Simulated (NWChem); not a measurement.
The numbers come from NWChem runs, not from measurements. System: C$_{5}$H$_{12}$, charge 1, spin multiplicity 2, at the geometry of a parent with another charge or spin, in a state set for the comparison that need not be this species' ground state. Its SCF solution wasn't tested for a lower state. Level: UB2PLYP/def2-SVP, 5 core orbitals frozen.

NWChem printed:

```
             Northwest Computational Chemistry Package (NWChem) 7.3.0
             --------------------------------------------------------

                                NWChem Input Module
                                -------------------

 Scaling coordinates for geometry "geometry" by  1.889725989
 (inverse scale =  0.529177249)

                             Geometry "geometry" -> ""
                             -------------------------

 Output coordinates in angstroms (scale by  1.889725989 to convert to a.u.)

  No.       Tag          Charge          X              Y              Z
 ---- ---------------- ---------- -------------- -------------- --------------
    1 C                    6.0000     1.25031500     0.00000000     0.88396000
    2 C                    6.0000     0.00000000     0.00000000     0.00000100
    3 C                    6.0000    -1.25031500     0.00000000     0.88396000
    4 C                    6.0000     0.00000000    -1.25031400    -0.88396000
    5 C                    6.0000     0.00000000     1.25031400    -0.88396000
    6 H                    1.0000     1.27913500    -0.88985000     1.53342500
    7 H                    1.0000     2.16871500     0.00000000     0.27485600
    8 H                    1.0000     1.27913500     0.88985000     1.53342500
    9 H                    1.0000    -2.16871500     0.00000000     0.27485600
   10 H                    1.0000    -1.27913500    -0.88985000     1.53342500
   11 H                    1.0000    -1.27913500     0.88985000     1.53342500
   12 H                    1.0000     0.00000000    -2.16871500    -0.27485800
   13 H                    1.0000     0.88985100    -1.27913300    -1.53342500
   14 H                    1.0000    -0.88985100    -1.27913300    -1.53342500
   15 H                    1.0000     0.88985100     1.27913300    -1.53342500
   16 H                    1.0000     0.00000000     2.16871500    -0.27485800
   17 H                    1.0000    -0.88985100     1.27913300    -1.53342500

 Effective nuclear repulsion energy (a.u.)     198.2554463215

            Nuclear Dipole moment (a.u.)
            ----------------------------
        X                 Y               Z
 ---------------- ---------------- ----------------
     0.0000000000     0.0000000000     0.0000037795


 Summary of "ao basis" -> "" (spherical)
 ------------------------------------------------------------------------------
       Tag                 Description            Shells   Functions and Types
[...]
   1 passes of  16: M     44320643           G      144145400           F      41174915.
  mp2_memr nvloc                   109
  nvloc new                   109
   2 passes of   8:        3145728                      56712                  24989609.
   2 passes of   8: M     44320643           G      144145400           F      41174915.

 Semi-direct pass number   1 of   2  for UHF alpha       at       16.6s
  vrange nnbf                  8419
  mp2_eaftype                    95  avail_ma_in_mb                   386
 EAF : mp2_eaftype filesize          95   12494804.
  mp2_eaf for mointskh                     95
Node 0 wrote     58.7 Mb in      0.0 s     Agg I/O rate:  1465.2 Mb/s
 Done moints_semi at       19.9s
  mp2_eaftype                    95  avail_ma_in_mb                   386
 EAF : mp2_eaftype filesize          95   12494804.
  mp2_eaf for kh                    95
 Done maket at       20.1s
 Semi-direct pass number   2 of   2  for UHF alpha       at       20.1s
  vrange nnbf                  8419
  mp2_eaftype                    95  avail_ma_in_mb                   386
 EAF : mp2_eaftype filesize          95   12494804.
  mp2_eaf for mointskh                     95
Node 0 wrote     58.7 Mb in      0.0 s     Agg I/O rate:  1462.0 Mb/s
 Done moints_semi at       23.3s
  mp2_eaftype                    95  avail_ma_in_mb                   386
 EAF : mp2_eaftype filesize          95   12494804.
  mp2_eaf for kh                    95
 Done maket at       23.5s
 Done multipass loop at       23.5s

 GA uses MA = F    GA memory limited = T

 Available:
  local mem=  4.43D+07
 global mem=  1.44D+08
 local disk=  0.00D+00
  mp2_memr nvloc                   110
  nvloc new                   110
   1 passes of  15:        3145728                      76551                  47259548.
   1 passes of  15: M     44320643           G      144145400           F      41174915.
  mp2_memr nvloc                   110
  nvloc new                   110
   2 passes of   8:        3145728                      56916                  25218606.
   2 passes of   8: M     44320643           G      144145400           F      41174915.

 Semi-direct pass number   1 of   2  for UHF beta        at       23.5s
  vrange nnbf                  8419
  mp2_eaftype                    96  avail_ma_in_mb                   386
 EAF : mp2_eaftype filesize          96   12609303.
  mp2_eaf for mointskh                     96
Node 0 wrote     59.3 Mb in      0.1 s     Agg I/O rate:  1169.8 Mb/s
 Done moints_semi at       26.9s
  mp2_eaftype                    96  avail_ma_in_mb                   386
 EAF : mp2_eaftype filesize          96   12609303.
  mp2_eaf for kh                    96
 Done maket at       27.0s
 Semi-direct pass number   2 of   2  for UHF beta        at       27.0s
  vrange nnbf                  8419
  mp2_eaftype                    96  avail_ma_in_mb                   386
 EAF : mp2_eaftype filesize          96   12609303.
  mp2_eaf for mointskh                     96
Node 0 wrote     51.9 Mb in      0.0 s     Agg I/O rate:  1679.3 Mb/s
 Done moints_semi at       30.4s
  mp2_eaftype                    96  avail_ma_in_mb                   386
 EAF : mp2_eaftype filesize          96   12609303.
  mp2_eaf for kh                    96
 Done maket at       30.5s
 Done multipass loop at       30.5s

          -------------------------------------------
          DFT energy                    -196.728511252857
          Unscaled MP2 energy             -0.889459604970
          Total DFT+MP2 energy          -196.968665346199
          -------------------------------------------

 -----------------------
 Performance information
 -----------------------

 Timer overhead =  9.64D-08 seconds/call

               Nr. of calls         CPU time (s)                 Wall time (s)                GFlops
             ---------------    -------------------     ------------------------------   -------------------
Name         Min   Avg   Max    Min     Avg     Max     Min     Avg     Max   Mx/calls   Min     Max     Sum
mp2: moin     4     4     4    13.     13.     13.      13.     13.     13.     3.3      0.0     0.0     0.0
mp2: make     4     4     4   0.71    0.71    0.71     0.71    0.71    0.71    0.18      0.0     0.0     0.0
mp2: tota     1     1     1    14.     14.     14.      14.     14.     14.     14.      0.0     0.0     0.0

 The average no. of pstat calls per process was 9.00D+00
 with a timing overhead of 8.68D-07s

 Task  times  cpu:       30.5s     wall:       30.5s

 Total times  cpu:       30.5s     wall:       30.5s
```

Write an NWChem input that would produce this output.

This is not unique; one that fits is 
```
start mol
memory heap 200 mb stack 900 mb global 1100 mb
charge 1
geometry units angstroms nocenter noautoz noautosym
  C      1.250315     0.000000     0.883960
  C      0.000000     0.000000     0.000001
  C     -1.250315     0.000000     0.883960
  C      0.000000    -1.250314    -0.883960
  C      0.000000     1.250314    -0.883960
  H      1.279135    -0.889850     1.533425
  H      2.168715     0.000000     0.274856
  H      1.279135     0.889850     1.533425
  H     -2.168715     0.000000     0.274856
  H     -1.279135    -0.889850     1.533425
  H     -1.279135     0.889850     1.533425
  H      0.000000    -2.168715    -0.274858
  H      0.889851    -1.279133    -1.533425
  H     -0.889851    -1.279133    -1.533425
  H      0.889851     1.279133    -1.533425
  H      0.000000     2.168715    -0.274858
  H     -0.889851     1.279133    -1.533425
end
basis spherical
  * library def2-svp
end
dft
  xc hfexch 0.53 becke88 0.47 lyp 0.73 mp2 0.27
  dftmp2
  odft
  mult 2
  semidirect memsize 60000000 filesize 0
  iterations 100
end
mp2
  freeze core 5
end
task dft energy
```
